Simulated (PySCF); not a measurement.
C6H3Cl, SMILES C#C/C=C(/Cl)C#C. Atoms are numbered in the order given.

```xyz
10

C      0.3849     3.1599     0.0000
C      0.6586     1.9766     0.0000
C      1.0127     0.6088     0.0000
C      0.1069    -0.3991     0.0000
Cl     0.6592    -2.0434     0.0000
C     -1.2990    -0.2273     0.0000
C     -2.5046    -0.0933     0.0000
H      0.1342     4.2046     0.0000
H      2.0752     0.3478     0.0000
H     -3.5721     0.0313     0.0000
```
Charge 0, spin multiplicity 1.

Coordinates come from a PBE0-D3(BJ)/def2-SVP optimisation. The structure was generated by enumeration; whether it is a known compound was not checked.

All values below come from PySCF with PBE/def2-TZVP.

Gas-phase values at a fixed geometry.

- total energy = -690.09602 hartree
- point group = Cs
- highest occupied level = -5.92 eV
- lowest empty level = -2.83 eV
- orbital gap = 3.09 eV
- dipole moment = 1.17 D
- quadrupole, principal values (traceless, Buckingham form, about the centre of nuclear charge) = -8.50, 1.13, 7.37 D·Å
- mean static polarisability = 88.9 bohr³ (13.17 Å³)
- polarisability, principal values = 44.0, 95.9, 126.8 bohr³
